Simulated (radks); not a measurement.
The numbers below are computed, except where a source is named.
Task: Coherent X-ray form factor from a spherical all-electron density. Code: a radial shooting solver on a logarithmic mesh with Libxc functionals. Model: Dirac Kohn-Sham, PBE, spin-unpolarised, spherical densities, finite nucleus; Fermi nuclear charge, rms radius of each element as measured or else 0.836 A^(1/3) + 0.57 fm.

sin(theta)/lambda (1/angstrom)  f0 (electrons)
0.05                                    38.210
0.1                                     36.249
0.15                                    33.848
0.2                                     31.444
0.25                                    29.182
0.3                                     27.109
0.4                                     23.604
0.5                                     20.881
0.6                                     18.678
0.8                                     14.989
1                                       11.892
1.25                                     9.029
1.5                                      7.259
2                                        5.565

The species is in the configuration that NIST lists as its ground one. Which atom or ion scatters so?

Result: The zirconium ion Zr+, [Kr] 4d2 5s1. Extrapolating in s^2 from the first two rows gives f0(0) = 38.9, near the electron count 39; among species with that count, the fall with angle is slower the higher Z, and the table is that of Z = 40; from so few rows the species is fixed only to a neighbour or two.
